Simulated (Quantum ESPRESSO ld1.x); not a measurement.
Values are calculated unless marked as measured or tabulated.
Q: The mean radii <r> (bohr) of the occupied orbitals of an atom or ion are listed with their occupations. Level of theory: non-relativistic Kohn-Sham, LDA (Slater exchange, VWN5 correlation), spin-polarised, spherical densities, point nucleus (ld1.x of Quantum ESPRESSO 7.5).

| orbital | occ. | <r> |
|---|---|---|
| 1s up | 1 | 0.02106 |
| 1s down | 1 | 0.02105 |
| 2s up | 1 | 0.08858 |
| 2s down | 1 | 0.08850 |
| 2p up | 3 | 0.07494 |
| 2p down | 3 | 0.07485 |
| 3s up | 1 | 0.2155 |
| 3s down | 1 | 0.2160 |
| 3p up | 3 | 0.2045 |
| 3p down | 3 | 0.2050 |
| 3d up | 5 | 0.1773 |

Name the element and its charge. Open shells, if any, are filled with parallel spins first.

A: Z = 72, hafnium, charge +49: Hf49+ in [Ar] 3d5. The 1s radius gives Z: for a bare nucleus <r> = 1.5/Z, 0.02083 bohr for Z = 72, and screening makes it slightly larger (0.02106 here). The occupations add up to 23, and the charge is Z minus that.
